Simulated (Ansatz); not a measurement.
Relaxation of Cl3HOZr (6 atoms, charge 0, multiplicity 1), to a largest force component of 0.02 eV/Å in at most 40 steps.

All numbers below come from Ansatz, RHF/def2-SVP.

```xyz
6
Properties=species:S:1:pos:R:3
Zr 0.000 0.000 0.000
Cl 0.000 0.000 2.520
Cl 2.376 0.000 -0.839
O -0.975 1.689 -0.689
H -1.933 1.458 -0.912
Cl -1.187 -2.056 -0.839
```

Problem. Where does it end, and by what steps?

Solution. It converged. After 6 steps the energy has fallen by 1.250 eV; H5 moved furthest, 0.59 Å.

| step | energy less start (eV) | largest force component (eV/Å) | accepted |
| --- | --- | --- | --- |
| 0 | 0.0000 | 4.018 | yes |
| 1 | -0.9438 | 2.314 | yes |
| 2 | -1.0827 | 0.639 | yes |
| 3 | -1.1316 | 0.479 | yes |
| 4 | -1.1490 | 2.199 | yes |
| 5 | -1.2480 | 0.140 | yes |
| 6 | -1.2499 | 0.011 | yes |

```xyz
6
Properties=species:S:1:pos:R:3
Zr -0.060 -0.112 0.010
Cl -0.008 -0.019 2.378
Cl 2.137 0.122 -0.850
O -1.132 1.290 -0.640
H -1.675 1.988 -0.967
Cl -0.981 -2.179 -0.692
```

Whether the end is a true minimum wasn't checked by a vibrational analysis.

The run took 29 s on 1 thread of Arm Neoverse V1 (shared host), peak memory 0.23 GiB.
